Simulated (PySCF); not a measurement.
## Kr³⁺ (krypton, charge +3): UHF calculation

Configuration: [Ar] 3d10 4s2 4p3, high-spin 4S determinant. Calculation: PySCF 2.14, in pcseg-2 (6s5p3d1f, 43 functions); the non-relativistic Hamiltonian (point nucleus).

| Item | Value |
| --- | --- |
| Total energy | -2749.427223 hartree |
| One-electron energy | -3780.0917 hartree |
| Hartree (Coulomb) energy | 1123.5345 hartree |
| Exchange energy | -92.8700 hartree |
| Kinetic energy | 2752.51844 hartree |
| ⟨S²⟩ | 3.7506 |
| ⟨L²⟩ | 0.000 |
| Sum of ⟨r⟩ | 19.30 bohr |
| Sum of ⟨r²⟩ | 21.45 bohr² |
| Density at the nucleus (Gaussians lack the cusp) | 31900 bohr⁻³ |
| Spin density at the nucleus | 0.0320 bohr⁻³ |
| Langevin diamagnetic susceptibility | -17.0 ×10⁻⁶ cm³/mol |
| Time after the integrals | 0.17 s of wall time on 1 thread of Neoverse-N1 (shared host) |

```
shell  electrons  mean orbital energy (eV)  rms radius, mean of both spins (bohr)
 1s α          1                  -14192.7                                 0.0491
 1s β          1                  -14192.1                                 0.0491
 2s α          1                   -1940.7                                  0.203
 2s β          1                   -1940.4                                  0.203
 2p α          3                   -1753.3                                  0.179
 2p β          3                   -1752.6                                  0.179
 3s α          1                   -335.33                                  0.576
 3s β          1                   -334.29                                  0.576
 3p α          3                   -266.87                                  0.586
 3p β          3                   -265.46                                  0.586
 3d α          5                   -144.03                                  0.606
 3d β          5                   -143.33                                  0.606
 4s α          1                   -70.204                                   1.61
 4s β          1                   -59.640                                   1.61
 4p α          3                   -51.025                                   1.79
```
